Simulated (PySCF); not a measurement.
Isomers of C6H10O and their computed core-level spectra.

Computed, not measured: PySCF 2.14.0, delta-SCF UKS SCAN, pcX-2 on the ionised atom, pcseg-1 elsewhere, spin-free X2C. Geometries: PBE0-D3(BJ)/def2-SVP; isolated species, one conformer each.

Line lists (1s up to Mg, 2p3/2 beyond; areas count atoms within a level, one atom standing for each set equivalent by bonding):
1. C 1s: 290.50 (area 2), 290.65 (area 2), 291.83 (area 2) eV; O 1s: 537.94 eV
2. C 1s: 290.75 (area 1), 290.78 (area 2), 290.79 (area 1), 290.81 (area 1), 292.92 (area 1) eV; O 1s: 537.16 eV
3. C 1s: 290.78 (area 2), 290.81 (area 1), 290.88 (area 2), 293.07 (area 1) eV; O 1s: 537.42 eV
4. C 1s: 290.44 (area 2), 290.54 (area 2), 290.82 (area 1), 293.35 (area 1) eV; O 1s: 537.94 eV
5. C 1s: 289.43 (area 1), 290.41 (area 1), 290.46 (area 1), 290.54 (area 1), 291.44 (area 1), 292.34 (area 1) eV; O 1s: 538.87 eV

Structures:
A. `COC1=CCCC1`
B. `O=CC1CCCC1`
C. `O=C1CCCCC1`
D. `C=CC(=O)C(C)C`
E. `[C@@H]12[C@H](O2)CCCC1`

**Question.** Match each list to its structure.

**Answer.** 
- 1 = E: no other candidate has these counts of sites. C 1s: 290.50 ring CH2 carbon (×2), 290.65 ring CH2 carbon (×2), 291.83 sp3 carbon bound to oxygen (×2); O 1s: 537.94 epoxide oxygen.
- 2 = D: no other candidate has these counts of sites. C 1s: 290.75 terminal =CH2 carbon, 290.78 methyl carbon (×2), 290.79 sp3 carbon next to a carbonyl, 290.81 alkene CH carbon, 292.92 ketone carbonyl carbon; O 1s: 537.16 ketone oxygen.
- 3 = C: another candidate has the same counts of sites, so positions decide. C 1s: 290.78 sp3 carbon next to a carbonyl (×2), 290.81 ring CH2 carbon, 290.88 ring CH2 carbon (×2), 293.07 ketone carbonyl carbon; O 1s: 537.42 ketone oxygen.
- 4 = B: another candidate has the same counts of sites, so positions decide. C 1s: 290.44 ring CH2 carbon (×2), 290.54 ring CH2 carbon (×2), 290.82 sp3 carbon next to a carbonyl, 293.35 aldehyde carbon; O 1s: 537.94 aldehyde oxygen.
- 5 = A: no other candidate has these counts of sites. C 1s: 289.43 alkene CH carbon, 290.41 allylic carbon, 290.46 ring CH2 carbon, 290.54 allylic carbon, 291.44 vinylic carbon bearing oxygen, 292.34 methoxy carbon; O 1s: 538.87 ether oxygen.
